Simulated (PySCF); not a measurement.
Molfile (atoms numbered from 1):
```
C7H15P
     RDKit          3D

 23 23  0  0  0  0  0  0  0  0999 V2000
    2.6556   -0.5940   -0.4277 C   0  0  0  0  0  0  0  0  0  0  0  0
    0.8827   -0.4199   -0.9252 P   0  0  0  0  0  0  0  0  0  0  0  0
    0.5778    1.2822   -0.2316 C   0  0  0  0  0  0  0  0  0  0  0  0
   -0.8623    1.7752   -0.3220 C   0  0  0  0  0  0  0  0  0  0  0  0
   -1.9173    0.9325    0.3971 C   0  0  0  0  0  0  0  0  0  0  0  0
   -2.1944   -0.4353   -0.2402 C   0  0  0  0  0  0  0  0  0  0  0  0
   -1.3960   -1.6223    0.3023 C   0  0  0  0  0  0  0  0  0  0  0  0
    0.1106   -1.4053    0.4526 C   0  0  0  0  0  0  0  0  0  0  0  0
    2.9987   -1.6177   -0.6422 H   0  0  0  0  0  0  0  0  0  0  0  0
    2.8170   -0.3813    0.6423 H   0  0  0  0  0  0  0  0  0  0  0  0
    3.2728    0.0963   -1.0225 H   0  0  0  0  0  0  0  0  0  0  0  0
    1.2340    1.9722   -0.7890 H   0  0  0  0  0  0  0  0  0  0  0  0
    0.9218    1.2970    0.8195 H   0  0  0  0  0  0  0  0  0  0  0  0
   -0.8974    2.8025    0.0795 H   0  0  0  0  0  0  0  0  0  0  0  0
   -1.1502    1.8586   -1.3850 H   0  0  0  0  0  0  0  0  0  0  0  0
   -1.6448    0.8112    1.4615 H   0  0  0  0  0  0  0  0  0  0  0  0
   -2.8533    1.5141    0.3987 H   0  0  0  0  0  0  0  0  0  0  0  0
   -2.0227   -0.3538   -1.3284 H   0  0  0  0  0  0  0  0  0  0  0  0
   -3.2640   -0.6779   -0.1316 H   0  0  0  0  0  0  0  0  0  0  0  0
   -1.5734   -2.4814   -0.3655 H   0  0  0  0  0  0  0  0  0  0  0  0
   -1.8035   -1.9171    1.2851 H   0  0  0  0  0  0  0  0  0  0  0  0
    0.3421   -0.8958    1.4053 H   0  0  0  0  0  0  0  0  0  0  0  0
    0.6245   -2.3798    0.4930 H   0  0  0  0  0  0  0  0  0  0  0  0
  1  2  1  0
  2  3  1  0
  3  4  1  0
  4  5  1  0
  5  6  1  0
  6  7  1  0
  7  8  1  0
  8  2  1  0
  1  9  1  0
  1 10  1  0
  1 11  1  0
  3 12  1  0
  3 13  1  0
  4 14  1  0
  4 15  1  0
  5 16  1  0
  5 17  1  0
  6 18  1  0
  6 19  1  0
  7 20  1  0
  7 21  1  0
  8 22  1  0
  8 23  1  0
M  END
```

Geometry: PBE0-D3(BJ)/def2-SVP; GIAO shifts from PySCF 2.14.0 with density-fitted response routines, gas phase, non-relativistic, averaged over equivalent atoms.

At B3LYP/pcSseg-1 (218 basis functions, 40 s wall time on 1 thread of an Arm Neoverse V1, shared host):
| atoms | δ (ppm) |
| --- | --- |
| C3/C8 | 40.2 |
| C4/C7 | 31.2 |
| C5/C6 | 30.8 |
| C1 | 17.3 |
| P2 | -55.3 |
| H14/H15/H20/H21 | 1.66 |
| H16/H17/H18/H19 | 1.47 |
| H12/H13/H22/H23 | 1.27 |
| H9/H10/H11 | 0.81 |

References, each an isolated molecule treated in the same way: 13C (179.24 ppm) and 1H (31.38 ppm) vs TMS; H3PO4 for 31P (297.42 ppm).

What do these become at PBE0/pcSseg-1?

Answers


```
          atoms  δ at PBE0/pcSseg-1  change
          C3/C8                38.0    -2.2
          C4/C7                29.6    -1.6
          C5/C6                29.2    -1.6
             C1                16.3    -1.0
             P2               -71.0   -15.7
H14/H15/H20/H21                1.63   -0.03
H16/H17/H18/H19                1.44   -0.03
H12/H13/H22/H23                1.27   +0.00
     H9/H10/H11                0.83   +0.02
```

Scale: 13C (σ = 184.41 ppm) and 1H (σ = 31.27 ppm) against TMS; 31P (σ = 310.13 ppm) vs H3PO4 (reference shieldings calculated alike).

The largest change is at P2 (phosphorus bonded to 3 C, in a 7-membered ring). Cost: 218 basis functions, 42 s wall time on 1 thread of an Arm Neoverse V1, shared host. The order of the carbon signals is the same at both levels.

Experimental scales use liquid or dissolved standards, which lie at an offset from isolated H3PO4.
